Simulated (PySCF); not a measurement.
A calculated (UHF, PySCF 2.14, cc-pVTZ-DK, the spin-free X2C one-electron Hamiltonian (Gaussian nucleus)) atom or ion has these occupied shells.

```tsv
shell	electrons	orbital energy (eV)	rms radius, mean of both spins (bohr)
1s	2	-154.24	0.481
```

(1) Name the element and its charge.

Answers

(1) Be²⁺ (beryllium, charge +2), in 1s2, closed-shell 1S.
